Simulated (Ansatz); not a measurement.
Ansatz results at the PBE0-D4/def2-TZVP geometry: size of the dipole moment (B3LYP/def2-TZVPP) 1.39 D; HOMO–LUMO gap (ωB97M-V/def2-TZVPP) 11.36 eV; HOMO–LUMO gap (B3LYP/def2-TZVPP) 6.68 eV.

Each molecule was computed in one conformer, which needn't be the lowest.

Q: Which molecule gave them?
A. `[OH][Sn]([F])([F])[SiH3]`
B. `CBB(C)F`
C. `BCB(C)F`
D. `S=C1BN1`

A: C. The others give `S=C1BN1`: 3.93, 8.83, 4.10; `CBB(C)F`: 1.53, 10.51, 5.90; `[OH][Sn]([F])([F])[SiH3]`: 3.59, 11.73, 7.15.

B3LYP here is the variant with VWN-RPA as its local correlation; programs differ in this.
